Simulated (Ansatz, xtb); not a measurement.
BrCuF3P: which of two structures lies lower

Structure X: a triplet given by its coordinates. Structure Y: a singlet given by its coordinates. Both are isolated molecules in the gas phase, relaxed with PBE0-D4/def2-SVP.

X (Å):

```yaml
atoms:
  - { symbol: Br, position_ang: [-0.8548, 3.0761, -0.1900] }
  - { symbol: Cu, position_ang: [-0.0665, 1.0451, -0.6180] }
  - { symbol: F, position_ang: [-0.6132, -1.8215, 1.3410] }
  - { symbol: F, position_ang: [1.5570, -1.6747, 0.3388] }
  - { symbol: F, position_ang: [0.7876, -0.3339, -1.6288] }
  - { symbol: P, position_ang: [0.0873, -1.1371, 0.0593] }
```

Close contacts (Å): Br1–Cu2 2.22, Cu2–F5 1.91, Cu2–P6 2.29, F3–P6 1.61, F4–P6 1.59, F5–P6 2.00.

Y (Å):

```yaml
atoms:
  - { symbol: Br, position_ang: [2.3095, -0.5377, -0.5608] }
  - { symbol: Cu, position_ang: [-0.9290, 1.1642, -0.3542] }
  - { symbol: F, position_ang: [0.5090, -0.7414, 1.7379] }
  - { symbol: F, position_ang: [-0.2403, -1.9309, -0.2070] }
  - { symbol: F, position_ang: [-1.9143, 2.5298, -0.8098] }
  - { symbol: P, position_ang: [0.2652, -0.4840, 0.1938] }
```

Close contacts (Å): Br1–P6 2.18, Cu2–F5 1.74, Cu2–P6 2.11, F3–P6 1.58, F4–P6 1.58.

Estimate E(Y) − E(X) at the level CCSD(T)/def2-SVP + ΔMP2/def2-TZVPP.

Calculated at CCSD(T)/def2-SVP + ΔMP2/def2-TZVPP: E(Y) − E(X) = −317.9 kJ/mol, so structure Y lies lower.

Level by level:

```
                             level          geometry  E(Y) − E(X) (kJ/mol)  departure from the last row (kJ/mol)  job, with rough time for the two
                  PBE0-D4/def2-SVP  PBE0-D4/def2-SVP                  −145.1                                +172.8             optimisation, 9.8 min
                       HF/def2-SVP  PBE0-D4/def2-SVP                   +37.6                                +355.5           part of the CCSD(T) run
                      MP2/def2-SVP  PBE0-D4/def2-SVP                  −290.5                                 +27.4           part of the CCSD(T) run
                  CCSD(T)/def2-SVP  PBE0-D4/def2-SVP                  −157.9                                +160.0                      single point
CCSD(T)/def2-SVP + ΔMP2/def2-TZVPP  PBE0-D4/def2-SVP                  −317.9                                                   single point, 8.9 min
```

HF/def2-SVP puts the two in the other order. The largest departure from CCSD(T)/def2-SVP + ΔMP2/def2-TZVPP is that of HF/def2-SVP, 355.5 kJ/mol. A small imaginary or near-zero mode remains, so no thermal terms are given. Levels run at GFN2-xTB geometries aren't shown. The last row adds to CCSD(T) the change of the MP2 difference between the two basis sets, here −160.0 kJ/mol, a large step that makes the value less sure. The triplet state of X needn't be its ground state.

The T1 diagnostic of structure Y is large, so the coupled-cluster value is less sure. Open shells are spin-unrestricted. The correlated steps freeze 22 core orbitals; the filled d shell of Br is correlated; the last core shell of Cu is correlated, in a basis made for valence electrons. Run with Ansatz 0.2.0, xtb 6.7.1; the last row on 2 threads of Arm Neoverse V1 on a shared host.
